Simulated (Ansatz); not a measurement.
`C[SeH]` + PH₃ → `P[SeH]` + CH₄  (ligand exchange at the Se–C bond)

Computed with Ansatz on PBE0-D4/def2-TZVP structures; ΔE is electronic, products minus reactants. CBS: MP2 limit from def2 TZ/QZ plus the TZ coupled-cluster correction, frozen cores. This one scheme is used for every species. Functionals use def2-TZVPP. HSE06 is defined as in plane-wave codes. For Se outer-core shells are correlated without core-valence functions, which leaves a few kJ/mol of doubt a bond. Scalar relativity is left out up to krypton.

Task: Is it downhill or uphill in electronic energy at CCSD(T)/CBS, and by how much? (An estimate is asked.)

Result: The calculation gave: Downhill: ΔE = -17.0 kcal/mol.

Task: What do these levels give: BLYP-D4, PBE0-D4, HSE06-D4, BHLYP-D4, B2PLYP, PBE-QIDH, r2SCANh, HSE06, BHLYP, LC-ωPBE, MP2/def2-SVP, SCS-MP2/def2-QZVPP? (Estimate.)

Result: Ansatz gave: BLYP-D4 -17.6, PBE0-D4 -17.8, HSE06-D4 -17.9, BHLYP-D4 -17.5, B2PLYP -16.8, PBE-QIDH -17.1, r2SCANh -17.9, HSE06 -17.6, BHLYP -16.9, LC-ωPBE -16.4, MP2/def2-SVP -15.6, SCS-MP2/def2-QZVPP -16.5 kcal/mol.

Largest T1 diagnostic among the species: 0.013.

At CCSD(T), def2-SVP lies +2.1 kcal/mol from the extrapolated value and def2-TZVPP +1.6 kcal/mol. Leaving LDA and LC-ωPBE aside and taking each functional with its dispersion term where it has one, the values, not all of them listed here, spread over 1.8 kcal/mol, from r2SCAN-D4 to ωB97X-V.
